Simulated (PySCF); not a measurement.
## Polarisability of `N#Cc1cccc(F)[nH+]1`

C6H4FN2 (charge +1).
Geometry (GFN2-xTB, Å), atoms numbered from 1 in this order:
```
atom  x, y, z in Å
N1     3.5768   -0.5084   -0.0649
C2     2.4485   -0.3316   -0.0445
C3     1.0437   -0.1008   -0.0200
C4     0.5080    1.1780   -0.0469
C5    -0.8764    1.3345   -0.0219
C6    -1.7054    0.2221    0.0289
C7    -1.1114   -1.0283    0.0538
F8    -1.7976   -2.1377    0.1011
N9     0.2186   -1.1718    0.0294
H10    1.1674    2.0324   -0.0870
H11   -1.3061    2.3253   -0.0430
H12   -2.7820    0.3032    0.0491
H13    0.6116   -2.1164    0.0482
```

Level: B3LYP/def2-SVPD (PySCF), static field, nuclei fixed, core orbitals frozen in the response. The polarisability tensor in these axes (au):

```
x   112.27  -3.52  -1.45
y    -3.52  76.87  -0.99
z    -1.45  -0.99  41.06
```

Give the principal values, the mean and the anisotropy Δα = √{½[(α1 − α2)² + (α2 − α3)² + (α1 − α3)²]}.

Principal values 41.00, 76.56 and 112.64 au; mean 76.73 au = 11.37 Å³ = 12.65 × 10⁻⁴⁰ C²·m²/J; Δα = 62.04 au (81 % of the mean).

What are the principal values of the traceless quadrupole moment, Θ = ½Σq(3rr − r²1), about the centre of nuclear charge?

-9.55, -5.29, 14.84 D·Å. The values depend on the origin, since the species is charged. The electronic extent ⟨r²⟩ about the same centre is 1124 bohr², a root-mean-square distance of 2.25 Å for the 62 electrons.

Rayleigh depolarisation ratio (linearly polarised light, static tensor)?

ρ = 3Δα²/(45ᾱ² + 4Δα²) = 11548.5/(264954 + 15398.0) = 0.0412.

In TDDFT the mean static polarisability is Σ f/ω² over all singlet excitations (ω in hartree). How much of it do the 8 lowest give? Their energies (eV) and oscillator strengths: 4.78, 0.2419; 5.34, 0.0000; 5.75, 0.0517; 5.78, 0.0028; 6.34, 0.0086; 6.69, 0.2442; 6.74, 0.0002; 7.08, 0.0014.

They add up to 13.27 au, 17.3 % of the 76.73 au; the largest single term is 7.83 au, from the state at 4.78 eV. Terms in order: 7.83, 0.00, 1.16, 0.06, 0.16, 4.04, 0.00, 0.02 au. Higher excitations give the rest. The strengths listed sum to 0.551.

Along which axes do the principal values lie, and how far do the nuclei extend along each?

Largest value along (1.00, -0.10, -0.02), where the nuclei span 6.41 Å; middle along (0.10, 0.99, -0.03), 4.49 Å; least along (0.02, 0.03, 1.00), 0.00 Å. The response follows the extents in order.

Isolated species at its GFN2-xTB geometry, gas phase.

The run behind these numbers computed excited states as well. Hardware: an Arm Neoverse N1 with one thread, shared host. Cost: 72 s of wall time (with the writing of density and orbital grids), 0.84 GiB resident at most.
